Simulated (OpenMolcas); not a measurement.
**Co2+: moving or changing the point charges**

Co2+ among 6 point charges of -2.2 e arranged as an octahedron (Oh), 1.86 Å from the ion.
```
   1.8600    0.0000    0.0000  -2.20
   0.0000    1.8600    0.0000  -2.20
  -1.8600    0.0000    0.0000  -2.20
   0.0000   -1.8600    0.0000  -2.20
   0.0000    0.0000    1.8600  -2.20
   0.0000    0.0000   -1.8600  -2.20
```

```
Program             : OpenMolcas 26.06
Method              : SS-CASPT2, IPEA 0.25 Eh, imaginary shift 0.1 Eh (closed shells correlated: 3s 3p)
Basis               : ANO-RCC-VDZP [5s4p2d1f]
Scalar Hamiltonian  : DKH2, point nucleus
Active space        : 7 electrons in 5 orbitals (3d)
State averaging     : 2S+1 = 4 even, 10 roots; 2S+1 = 2 even, 40 roots
Spin-orbit coupling : RASSI with atomic mean-field integrals over the reference wave functions
```

Runs around this geometry, states (labels of O, the rotations of Oh). Energies in cm-1 above the lowest state or level, χT in cm3 K/mol; under a threefold ground state the first gap can be a small split of the lowest multiplet, not the spin-orbit step.

```json
{"R (Å)": "1.86", "q (e)": "-1.76", "Ground state": "4T1", "First state of that spin": "4T2 6960", "First gap with spin-orbit (degeneracies)": "370 (2, 4)", "χT at 300 K": "3.650", "First state of another spin": "2E 15660"}
{"R (Å)": "1.86", "q (e)": "-2.2", "Ground state": "4T1", "First state of that spin": "4T2 8150", "First gap with spin-orbit (degeneracies)": "360 (2, 4)", "χT at 300 K": "3.591", "First state of another spin": "2E 14300"}
{"R (Å)": "2.01", "q (e)": "-2.2", "Ground state": "4T1", "First state of that spin": "4T2 6090", "First gap with spin-orbit (degeneracies)": "370 (2, 4)", "χT at 300 K": "3.698", "First state of another spin": "2E 15850"}
```

Taking the first state of the same spin as R^-n, n = -ln(6090 / 8150) / ln(2.01 / 1.86) = 3.8 between the shortest and longest distance.

Scaling the charges by -1.76 / -2.2 = 0.80 scales the first state of the same spin by 6960 / 8150 = 0.85; with fixed orbitals a first-order splitting would follow the charge.

Roots that are degenerate in the reference are averaged as groups; the widest CASPT2 spread within a group is 820 cm-1 (the 3-fold group of multiplicity 4 near 8150 cm-1 above the lowest state of its run, R = 1.86, q = -2.2). Shifts and gaps below about the spread of the groups concerned are not significant. An orbital triplet at a regular site is open to Jahn-Teller coupling, which can distort the site and quench the lowest spin-orbit gaps and is left out. Free-ion shares, where given, are those of the reference states; single-state CASPT2 does not remix them. Point charges carry no covalency, so the field is a model and not that of real ligands. No measured value stands beside these numbers.
